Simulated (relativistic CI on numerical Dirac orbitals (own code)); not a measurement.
## Fe10+: q coefficients and field-shift factors

These numbers are calculated, not measured: Dirac-Coulomb-Breit CI, KLI orbitals optimised for each configuration, derivatives by finite differences, unscaled Slater integrals, QED left out (own radial code, finite nucleus).

CI space (outside the closed core [Ne]): 3s2.3p4, 3s.3p5, 3p6, 3s2.3p3.3d, 3s.3p4.3d, 3p5.3d, 3p4.3d2, 3p3.3d3. Double excitations out of closed p, d and f shells are left out; levels of such configurations are missing from the list, as are those of other unlisted configurations, and high levels can miss mixing partners.

With x = (α/α₀)² − 1 an excitation energy changes as ω = ω₀ + qx; K = 2q/ω₀ is the relative enhancement. Terms are leading LS components, so labels can repeat. The field-shift factor is F = δν/δ⟨r²⟩ for the transition from the lowest level.

Lowest level 3s2.3p4 3P_2.

| Level | ω₀ (cm⁻¹) | q (cm⁻¹) | F (GHz/fm²) |
| --- | --- | --- | --- |
| 3s2.3p4 3P_1 | 12490 | 13950 | -0.0331 |
| 3s2.3p4 3P_0 | 14840 | 13010 | -0.0386 |
| 3s2.3p4 1D_2 | 41037 | 11140 | -0.00317 |
| 3s2.3p4 1S_0 | 94133 | 15420 | -0.374 |
| 3s.3p5 3P°_2 | 289176 | 17760 | -11.5 |
| 3s.3p5 3P°_1 | 298764 | 26650 | -11.4 |
| 3s.3p5 3P°_0 | 304743 | 33520 | -11.4 |
| 3s.3p5 1P°_1 | 368777 | 22800 | -8.46 |
| 3s2.3p3.3d 5D°_0 | 394137 | 12630 | 0.579 |
| 3s2.3p3.3d 5D°_1 | 394310 | 12820 | 0.587 |
| 3s2.3p3.3d 5D°_2 | 394520 | 12740 | 0.601 |
| 3s2.3p3.3d 5D°_3 | 394843 | 12640 | 0.614 |
| 3s2.3p3.3d 5D°_4 | 395727 | 13680 | 0.617 |
| 3s2.3p3.3d 3D°_2 | 425013 | 6658 | 0.6 |
| 3s2.3p3.3d 3D°_3 | 427845 | 13290 | 0.612 |
| 3s2.3p3.3d 3D°_1 | 430003 | 15950 | 0.613 |
| 3s2.3p3.3d 3F°_2 | 434516 | 13880 | 0.575 |
| 3s2.3p3.3d 3F°_3 | 437600 | 15450 | 0.573 |
| 3s2.3p3.3d 3F°_4 | 441906 | 18700 | 0.57 |
| 3s2.3p3.3d 1S°_0 | 444766 | 13820 | 0.639 |
| 3s2.3p3.3d 3G°_3 | 461500 | 11480 | 0.66 |
| 3s2.3p3.3d 3G°_4 | 463133 | 13850 | 0.663 |
| 3s2.3p3.3d 3G°_5 | 465229 | 16870 | 0.666 |

At this charge energies of transitions that change n are usually good to better than 1 %, and those within a shell (Δn = 0) to a few per cent.

(1) Which transition from the lowest level has the largest |K|?

Answers

(1) 3s2.3p4 3P_1 at 12490 cm⁻¹, K = 2.23.
